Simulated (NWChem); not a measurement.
# C$_{2}$H$_{6}$BNO; SMILES C=CB(N)O

```xyz
11

B     -0.0009    -0.4881     0.0013
C     -0.6581     0.9328     0.0050
C      0.0466     2.0718    -0.0037
H     -1.7485     1.0142     0.0144
H     -0.4209     3.0555    -0.0017
H      1.1344     2.0574    -0.0131
O      1.3793    -0.5605     0.0014
H      1.7113    -1.4686    -0.0018
N     -0.8200    -1.6464    -0.0023
H     -0.4787    -2.5978    -0.0057
H     -1.8278    -1.5878    -0.0033
```
Atoms are numbered in this order, from 1.

All runs: NWChem. Pople sets run with spherical d functions. All runs use the structure optimised with B3LYP/6-31G* (spherical d). Atomic charges in e: unrestrained fits to the electrostatic potential beside Mulliken populations; buried atoms are poorly determined by the fit.

What does the run give for Hartree-Fock/6-31G*? Quantities: ESP B1; Mulliken B1; ESP C2; Mulliken C2; ESP C3; Mulliken C3; ESP O7; Mulliken O7; ESP N9; Mulliken N9; relative RMS misfit of the potential (%).


| Item | Value |
|---|---|
| ESP B1 | 0.91 |
| Mulliken B1 | 0.79 |
| ESP C2 | -0.36 |
| Mulliken C2 | -0.36 |
| ESP C3 | -0.25 |
| Mulliken C3 | -0.37 |
| ESP O7 | -0.79 |
| Mulliken O7 | -0.77 |
| ESP N9 | -1.16 |
| Mulliken N9 | -0.99 |
| relative RMS misfit of the potential (%) | 25 |
